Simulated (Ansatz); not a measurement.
# Isomers

Structures of BSiH3ClO (charge -1), closed shell, relaxed at PBE0-D4/def2-TZVPD (vibrations not checked; lower isomers may exist, and structures with a doubtful reference or unclear bonds are left out). Ansatz 0.2.0; basis: def2-TZVPPD; cores frozen in the correlated methods. B3LYP uses VWN-RPA correlation.

(1) Rank them by CCSD(T) energy, lowest first, and give each one's height above the lowest. Links in brackets join atoms within 1.22 times the sum of their covalent radii (1.1 for two metals). (Judge from chemistry; the value comes from the calculation.)
A.
BSiH₃ClO ([O][BH][SiH2][Cl]), total charge -1
```
7
angstrom
B -0.1422 0.9252 0.0565
Si 0.5460 -1.0129 0.2628
O 0.7231 1.6442 0.6611
Cl -0.4063 -2.8068 -0.5112
H 0.7139 -1.3897 1.7061
H -1.1713 1.2581 -0.5328
H 1.9299 -1.1713 -0.2964
```
B.
BSiH₃ClO ([OH][BH][SiH][Cl]), total charge -1
```
7
angstrom
B 0.2167 0.6087 -0.0702
Si 0.9810 -1.1456 0.5133
O 1.0206 1.6896 -0.4152
Cl -0.7570 -2.4775 0.1332
H 0.5016 2.4901 -0.5110
H -0.9727 0.8715 0.0391
H 1.7870 -1.5036 -0.7311
```
C.
BSiH₃ClO ([O][B]([SiH3])[Cl]), total charge -1
```
7
angstrom
O -0.6185 -1.9396 1.1051
B -0.5684 -1.0824 0.1937
Si 0.4572 0.6718 0.0779
Cl -1.5652 -1.2570 -1.4912
H -0.4163 1.8797 -0.1026
H 1.2902 0.9857 1.2887
H 1.4209 0.7418 -1.0715
```
D.
BSiH₃ClO ([Cl][BH]1[O][SiH2]1), total charge -1
```
7
angstrom
B 0.6581 -0.6447 -0.0030
Si -0.7586 0.7123 0.3714
O 0.4925 0.5354 -0.7812
Cl 0.1891 -2.2762 -0.8386
H -2.0780 0.8326 -0.3475
H -0.6032 2.0575 1.0437
H 1.6315 -0.8099 0.6945
```

(2) Do PBE-D4, r2SCAN-D4, PBE0-D4, B3LYP-D4, wB97M-V, HF, MP2 give the same order? (A judgement: the text doesn't fix the answer.)

No T1 diagnostic of these runs exceeds 0.017.

For scale, one of the runs: CCSD(T)/def2-TZVPPD, 227 basis functions, launched by `ansatz run in.yaml --threads 2 --pin off --events-out ev --progress --plain --max-ram 4352MiB`. The run took 79 s on 2 CPU threads of an Intel Xeon Platinum 8259CL (shared host), with 3.6 GiB of host memory at its peak.

## Answers

(1) Computed: C (0.000 eV), A (0.342 eV), D (0.485 eV), B (1.237 eV). Heights count from the lowest.

(2) By the calculation: All do.
